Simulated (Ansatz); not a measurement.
Z-matrix (Å, degrees):
```
Si
F 1 1.605
C 1 1.792 2 111.7
H 1 1.484 2 107.2 3 118.7
H 1 1.481 2 105.6 3 -121.4
C 3 1.301 1 158.8 2 141.6
N 3 1.594 1 137.9 2 -90.6
N 6 1.327 3 154.2 1 -39.0
H 7 1.024 3 108.0 1 99.7
H 8 1.005 6 118.1 3 169.0
H 8 1.005 6 119.6 3 13.2
```

Total charge 0; spin multiplicity 1.

List the PBE/def2-TZVPP orbital energies in eV (the Gaussian-basis code of Ansatz). (Estimate.)

Computed: Occupied: -1780.07, -659.23, -382.10, -380.85, -271.32, -269.13, -137.70, -94.48, -94.42, -94.40, -28.93, -24.87, -23.18, -16.56, -15.30, -14.10, -13.75, -11.61, -10.86, -10.21, -10.07, -9.44, -8.84, -7.97, -7.54, -7.27, -4.64. Lowest empty: -1.13, -0.41, -0.06, 0.83, 0.92, 1.23, 1.51, 1.94.
